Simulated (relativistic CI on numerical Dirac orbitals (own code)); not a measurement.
# How well does a small relativistic CI reproduce Fe⁷⁺?

Calculated at this level of theory: Dirac-Coulomb-Breit CI, orbitals from a KLI potential per configuration, model QED, valence Slater integrals scaled by 0.9, P86 correlation estimate, and configurations built on the next ion tied to the tabulated ionisation energy (semi-empirical) (own radial code, finite nucleus).

Configuration list (outside the closed core [Ne]): 3s²3p⁶3d, 3s²3p⁶4s, 3s²3p⁶4p, 3s²3p⁶4d, 3s²3p⁶5s, 3s²3p⁶4f, 3s²3p⁵3d², 3s²3p⁴3d³, 3s3p⁶3d², 3p⁶3d³, 3s²3p⁶5p, 3s²3p⁵3d4s, 3s²3p⁶5d, 3s3p⁵3d³, 3s²3p⁶5f, 3s²3p⁶5g, 3s²3p⁵4s², 3s²3p⁵3d4p, 3s²3p⁴3d²4s, 3s²3p⁵4s4p, 3s²3p⁴3d²4p, 3s²3p⁵4p², 3s²3p⁵3d4d, 3s²3p⁵4s4d. Levels of other configurations are missing.

| Configuration | Term (tabulated) | J | Measured (cm⁻¹) | Computed | Error | Purity (%) |
| --- | --- | --- | --- | --- | --- | --- |
| 3s²3p⁶3d | 2D | 3/2 | 0.0 | 0 | 0 | 98 |
| 3s²3p⁶3d | 2D | 5/2 | 1836.0 | 1793 | -43 | 98 |
| 3s²3p⁶4p | 2P° | 1/2 | 510277.0 | 485006 | -25271 | 80 |
| 3s²3p⁶4p | 2P° | 3/2 | 515550.0 | 488276 | -27274 | 94 |
| 3s²3p⁵3d4s | 4F° | 7/2 | 847145.0 | 876279 | 29134 | 93 |
| 3s²3p⁵3d4s | 2F° | 7/2 | 855100.0 | 884190 | 29090 | 96 |
| 3s²3p⁵3d4s | 2F° | 5/2 | 860615.0 | 889832 | 29217 | 88 |
| 3s²3p⁵3d4s | 4D° | 7/2 | 874711.0 | 904512 | 29801 | 79 |
| 3s²3p⁵3d4s | 2F° | 7/2 | 887325.0 | 916654 | 29329 | 77 |

Measured levels from Corliss and Sugar, J. Phys. Chem. Ref. Data 11, 135 (1982); pairs were made by configuration, J and term (by order where the table uses no LS term), so strongly mixed levels may be paired wrongly. Some J values or terms of the table were assigned by a fit.

Mean error by configuration (cm⁻¹): 3s²3p⁶3d -43; 3s²3p⁶4p -26273; 3s²3p⁵3d4s 29314. Over the excited levels the mean absolute error is 24895 cm⁻¹ (8 of the 16 excited levels that our extract of the source holds in range could be paired, and the others can miss by more), and the median relative error of those above 1,000 cm⁻¹ is 3.4 %.
